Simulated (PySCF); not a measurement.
KI, SMILES [I][K].

Geometry optimised at PBE-D3(BJ)/def2-TZVPD. The def2 effective core potentials stand for the cores of I; spin–orbit coupling is left out.

These are PBE-D3(BJ)/def2-TZVPD in PySCF values and carry that method's errors.

Frequencies are harmonic and unscaled.

Computed harmonic wavenumbers and intensities:
```
mode  ν (cm⁻¹)  IR (km/mol)  moving atoms (share of kinetic energy)
----  --------  -----------  --------------------------------------
1          178         26.7                          K 76 %, I 24 %
```
